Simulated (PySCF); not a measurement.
Species: C₇H₁₉N₃.
Cartesian coordinates in Å at the PBE0-D3(BJ)/def2-SVP level; atoms count from 1:
```xyz
29
C7H19N3 angstrom
C      0.9824    1.4446   -1.4262
N      0.3414    0.8688   -0.2759
C      0.8929    1.3606    0.9624
C      0.1960   -0.5697   -0.3867
N      1.4401   -1.3060   -0.3768
C      2.0983   -1.6228    0.8594
C      1.7735   -2.1618   -1.4741
N     -0.7348   -1.0422    0.6235
C     -1.9907   -0.3270    0.6294
C     -0.9549   -2.4655    0.5441
H      2.0483    1.1443   -1.5258
H      0.4596    1.1403   -2.3469
H      0.9430    2.5434   -1.3650
H      0.7104    2.4447    1.0419
H      0.3992    0.8664    1.8109
H      1.9883    1.2011    1.0543
H     -0.2264   -0.7328   -1.4049
H      3.1602   -1.3125    0.8532
H      1.5949   -1.1252    1.6968
H      2.0820   -2.7129    1.0749
H      2.8607   -2.1440   -1.6717
H      1.2717   -1.8221   -2.3920
H      1.4926   -3.2275   -1.3098
H     -2.6019   -0.6626    1.4814
H     -1.8178    0.7515    0.7150
H     -2.5814   -0.4977   -0.2991
H     -1.4389   -2.7750   -0.4105
H     -0.0138   -3.0215    0.6385
H     -1.6139   -2.7827    1.3663
```

Computed at PBE0/pcSseg-1 (PySCF, non-relativistic), with Q(14N) = 0.02044 b: N2, 14N (I = 1): χzz = -6.387 MHz, η = 0.013; N5, 14N (I = 1): χzz = -7.105 MHz, η = 0.003; N8, 14N (I = 1): χzz = -6.094 MHz, η = 0.018.

**Question.** Where would the pure quadrupole (NQR) lines of 14N at N2 fall for the rigid, isolated species?

**Answer.** From ν± = (3/4)|χ|(1 ± η/3) and ν0 = |χ|η/2: ν+ 4.811 MHz, ν− 4.769 MHz, ν0 0.042 MHz (tertiary amine nitrogen).

**Question.** Find the zero-field quadrupole resonance frequencies of 14N at N5.

**Answer.** From ν± = (3/4)|χ|(1 ± η/3) and ν0 = |χ|η/2: ν+ 5.334 MHz, ν− 5.323 MHz, ν0 0.011 MHz (tertiary amine nitrogen).

**Question.** Find the zero-field quadrupole resonance frequencies of 14N at N8.

**Answer.** From ν± = (3/4)|χ|(1 ± η/3) and ν0 = |χ|η/2: ν+ 4.599 MHz, ν− 4.543 MHz, ν0 0.056 MHz (tertiary amine nitrogen).

In a crystal, neighbours and librations shift these lines. A larger basis could move these couplings by a tenth or more.

One conformer stands for the species.
